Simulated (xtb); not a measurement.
xtb input:

```bash
xtb mol.xyz --gfn 1 --opt tight --chrg 0 --uhf 0
```
mol.xyz:
```
2

Cd    -0.00000000    -0.00000000    -0.99187572
Se     0.00000000     0.00000000     1.40029513
```

Problem. Predict the final energy.

Solution. -4.19589 Eh (GFN1-xTB).
